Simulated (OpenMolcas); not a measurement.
## Cr4+ in a point-charge field

Cr4+ among 4 point charges of -1.5 e arranged as a square (D4h), 1.83 Å from the ion.

```yaml
Program: OpenMolcas 26.06
Method: CASSCF
Basis: ANO-RCC-VDZP [5s4p2d1f]
Scalar_Hamiltonian: DKH2, point nucleus
Active_space: 2 electrons in 5 orbitals (3d)
State_averaging: 2S+1 = 3 even, 10 roots; 2S+1 = 1 even, 15 roots
Spin-orbit_coupling: RASSI with atomic mean-field integrals over the reference wave functions
```

The lowest spin-free states (labels of D4, the rotations of D4h), above the lowest:

| State | Degeneracy | E (cm-1) | Free-ion L (%) |
| --- | --- | --- | --- |
| 3A2 | 1 | 0.0 | F (95) |
| 3E | 2 | 1051 | F (94) |
| 3B2 | 1 | 3304 | F (100) |
| 3E | 2 | 6605 | F (98) |
| 3B1 | 1 | 6735 | F (100) |
| 1B2 | 1 | 16475 | D (90) |
| 1A1 | 1 | 17095 | D (57) |
| 1B1 | 1 | 17169 | D (80) |
| 1E | 2 | 17507 | D (61) |
| 3E | 2 | 20993 | P (92) |
| 1A1 | 1 | 24202 | G (60) |
| 1E | 2 | 25231 | G (65) |
| 1B2 | 1 | 25801 | G (90) |
| 1B1 | 1 | 28781 | G (80) |
| 1E | 2 | 31826 | G (96) |
| 3A2 | 1 | 32475 | P (95) |
| 1A1 | 1 | 40172 | G (97) |
| 1A2 | 1 | 40214 | G (100) |
| 1A1 | 1 | 67606 | S (94) |

The lowest levels with spin-orbit coupling:

```csv
E (cm-1),Degeneracy,Label,2S+1,g
0.0,1,A1,3,
134.7,2,E,3,0.00 0.00 3.77
1174,1,A2,3,
1383,1,B1,3,
1405,2,E,3,0.00 0.00 1.90
1427,1,A1,3,
1452,1,B2,3,
3575,2,E,3,0.00 0.00 3.18
3636,1,B1,3,
6216,1,B2,3,
6406,1,B1,3,
6701,2,E,3,0.00 0.00 5.24
7174,1,B2,3,
7228,2,E,3,0.00 0.00 5.17
7364,2,,3,0.00 0.00 9.71
16756,1,B2,1,
17374,1,A1,1,
17424,1,B1,1,
17772,2,E,1,0.00 0.00 1.97
21076,1,A1,3,
```

Powder χT (cm3 K/mol): 0.00318 at 2 K, 0.0159 at 10 K, 0.0959 at 50 K, 0.245 at 100 K, 0.459 at 200 K, 0.616 at 300 K. The effective moment at 300 K is 2.828 √(χT) = 2.22 μB.

The lowest level has 2S+1 = 3, for which the spin-only value is χT = S(S+1) / 2 = 1.000 cm3 K/mol (g = 2). The computed 0.616 at 300 K differs by -0.384, through orbital momentum, spin-orbit coupling and any other state in reach.

Without dynamic correlation the repulsion within the d shell is too large (B by tens of per cent), so at a given field states of lower spin stand too high. Point charges carry no covalency, so the field is a model and not that of real ligands. No measured value stands beside these numbers.

With an even number of electrons the g values are those of a degenerate or nearly degenerate non-Kramers pair.
